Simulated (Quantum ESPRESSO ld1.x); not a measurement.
The mean radii <r> (bohr) of the occupied orbitals of an atom or ion are listed with their occupations. All-electron calculation, scalar-relativistic Kohn-Sham, LDA (Slater exchange, VWN5 correlation), spin-polarised, spherical densities, point nucleus. Program: ld1.x of Quantum ESPRESSO 7.5.

orbital  occ.     <r>
1s up       1  0.1588
1s down     1  0.1584
2s up       1  0.8275
2s down     1  0.8419
2p up       3  0.8013
2p down     1  0.8273

Name the element and its charge. Open shells, if any, are filled with parallel spins first.

Answer. Z = 10, neon, charge +2: Ne2+ in [He] 2s2 2p4. The 1s radius gives Z: for a bare nucleus <r> = (2 gamma + 1)/(2Z) with gamma = sqrt(1 - (Z/c)^2), 0.1497 bohr for Z = 10, and screening makes it slightly larger (0.1588 here). The occupations add up to 8, and the charge is Z minus that.
